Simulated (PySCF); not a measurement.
Species: nitrosobenzene, C6H5NO.
SMILES with atom numbers: `[O:1]=[N:2][c:3]1[cH:4][cH:5][cH:6][cH:7][cH:8]1`

NICS is the negative of the GIAO shielding at a point without a nucleus: at the ring centre (0) and 1 Å above and below it (1); zz is the component along the ring normal. Level: GIAO PBE0/pcSseg-1 (PySCF, non-relativistic, gas phase) on the PBE0-D3(BJ)/def2-SVP geometry, one conformer.

Ring bond lengths (Å), with Mayer bond orders in brackets: C3–C4 1.395 (1.37), C4–C5 1.392 (1.42), C5–C6 1.395 (1.44), C6–C7 1.400 (1.40), C7–C8 1.387 (1.45), C8–C3 1.400 (1.30).

Problem. Give the NICS values of each ring in ppm.

Solution. 
```csv
ring,type,NICS(0),"NICS(1), two faces","NICS(1)zz, two faces",rms pucker (Å),"centre to ring atoms, mean (Å)"
C3–C4–C5–C6–C7–C8,6-membered carbocycle; formal bonds all aromatic,-8.1,-10.7 / -10.7,-26.7 / -26.7,0.00,1.40
```

Problem. What can be read from them?

Solution. 
- C3–C4–C5–C6–C7–C8: mean NICS(1)zz -26.7 ppm, shielded. For a flat ring without four-coordinate atoms the NICS criterion counts such a value as aromatic.

Problem. How equal are the bonds by HOMA? HOMA = 1 − mean of α(R − Ropt)² over the ring bonds, with Krygowski's 1993 parameters (CC: Ropt 1.388 Å, α 257.7 Å⁻²).

Solution. 
- C3–C4–C5–C6–C7–C8: HOMA 0.98 = 1 − EN − GEO, with mean bond length 1.395 Å, EN = α(Ropt − mean)² = 0.013 and GEO = α × variance = 0.005. The geometric and the magnetic index point the same way.

Problem. What field does 14.1 T along the ring normal induce along that normal at the second NICS(1) probe listed for ring C3–C4–C5–C6–C7–C8, 1 Å off the ring?

Solution. NICSzz × B0 = -26.7 ppm × 14.1 T = -376 μT, against the applied field.

Problem. What are the shieldings of the ring atoms and their hydrogens in the same run (means over atoms taken as equivalent)?

Solution. 
| atoms | environment | σ isotropic (ppm) | principal values of the symmetric part, first atom (ppm) |
| --- | --- | --- | --- |
| C3 | aromatic carbon bearing nitrogen | 23.6 | -65.2, 0.9, 135.1 |
| C4 (×2) | aromatic CH carbon | 60.3 | -46.7, -21.2, 170.4 |
| C5 (×2) | aromatic CH carbon | 49.8 | -64.5, 33.1, 175.1 |
| C6 | aromatic CH carbon | 42.7 | -78.9, 34.0, 173.0 |
| H on C4 (×2) | aromatic hydrogen | 23.32 | 18.1, 20.8, 23.9 |
| H on C5 (×2) | aromatic hydrogen | 23.36 | 20.4, 22.0, 26.3 |
| H on C6 | aromatic hydrogen | 23.45 | 20.5, 22.6, 27.3 |

Time: 21 s wall (with the writing of density and orbital grids); peak memory 0.98 GiB. Hardware: one thread, Intel Xeon at 2.30 GHz (x86_64), on a shared host. This is the whole shielding run at PBE0/pcSseg-1, SCF included.

Shape of the structure used: `[O:1]=[N:2][c:3]1[cH:4][cH:5][cH:6][cH:7][cH:8]1`: O1–N2–C3–C4 180°.
